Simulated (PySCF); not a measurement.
Computed shifts of a molecule C2H7NOSi2, PBE/pcSseg-1 (PySCF), GIAO, gas phase, atoms alike by connectivity averaged where their shifts nearly agree, in ppm (number of nuclei): ¹⁵N: 36.0 (1). ²⁹Si: -1.0 (1), -32.1 (1). ¹³C: 185.4 (1), 170.2 (1). ¹H: 8.17 (1), 7.88 (1), 5.18 (2), 1.46 (1), 1.29 (1), 0.98 (1). References: ¹⁵N against NH3 (σ = 267.0 ppm); ²⁹Si against TMS (σ = 335.4 ppm); ¹⁷O against H2O (σ = 334.3 ppm); ¹³C against TMS (σ = 182.0 ppm); ¹H against TMS (σ = 31.49 ppm), references at their B3LYP-D3(BJ)/def2-TZVP geometries, non-relativistic. The structure is a stationary point at B3LYP-D3(BJ)/def2-SVP. Other conformers were not sampled.

Question: Which structure fits?
A) N[Si@]1(O)C=C[SiH2]1
B) C1=N[SiH2]C[SiH2]O1
C) O=C([SiH3])/N=C/[SiH3]
D) C[Si@H]1N=CO[SiH2]1

Answer: A, N[Si@]1(O)C=C[SiH2]1
